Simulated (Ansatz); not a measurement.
C₂H₆Cl₂Si, charge +1, doublet, at a GFN2-xTB geometry (a state made from the parent by changing its charge; the spin is typed, not shown lowest). Base run: CCSD(T)/STO-3G (Ansatz, a first-principles code).

Here is a job for Ansatz.
Ansatz 0.2 input:
```yaml
crystal:
  periodic: [false, false, false]
  atoms:
    - {symbol: C, position_ang: [1.28326055, -1.61852252, -0.18269265]}
    - {symbol: Si, position_ang: [-0.01244605, -0.16470319, 0.02878020]}
    - {symbol: C, position_ang: [-1.50051811, -1.25652796, 0.68507829]}
    - {symbol: Cl, position_ang: [0.59275738, 1.10582814, 1.44024366]}
    - {symbol: Cl, position_ang: [-0.46164787, 0.62919309, -1.74342086]}
    - {symbol: H, position_ang: [0.91558411, -2.34745596, -0.89758167]}
    - {symbol: H, position_ang: [2.20061141, -1.16991748, -0.55367409]}
    - {symbol: H, position_ang: [1.46895957, -2.09730723, 0.77327666]}
    - {symbol: H, position_ang: [-2.33287650, -0.58039578, 0.85952341]}
    - {symbol: H, position_ang: [-1.77836292, -1.99714285, -0.05781342]}
    - {symbol: H, position_ang: [-1.22498746, -1.74699412, 1.61304491]}
basis:
  gaussian:
    orbitals: STO-3G
total_charge: 1
magnetization: {spin_polarized: true, initial_magnetization: 1}
correlation: {method: ccsd_t}
```

Each row names what was changed in the base input (with any setting that the change needs).

```
change                                                             ΔE vs base (kcal/mol)  MP2 correlation (Eh)  CC correlation without the perturbative part (Eh)  basis functions
-----------------------------------------------------------------  ---------------------  --------------------  -------------------------------------------------  ---------------
base                                                                               0.000              -0.15596                                           -0.20673               43
reference functional = pbe0                                                         1.99                     -                                           -0.22239               43
electrons = outside_noble_gas                                                      0.000              -0.15596                                           -0.20673               43
fitting = cc-pVTZ-JKFIT (mean field), cc-pVTZ-RIFIT (correlation)                 -0.028              -0.15595                                           -0.20671               43
electrons = all                                                                    -2.96              -0.16105                                           -0.21125               43
method = bccd                                                                       3.31              -0.15596                                           -0.20601               43
accuracy = high                                                                   -0.014              -0.15596                                           -0.20673               43
method = rpa                                                                        0.73                     -                                                  -               43
diis_vectors = 2                                                                   0.000              -0.15596                                           -0.20673               43
method = bccd_t                                                                    0.067              -0.15596                                           -0.20601               43
```
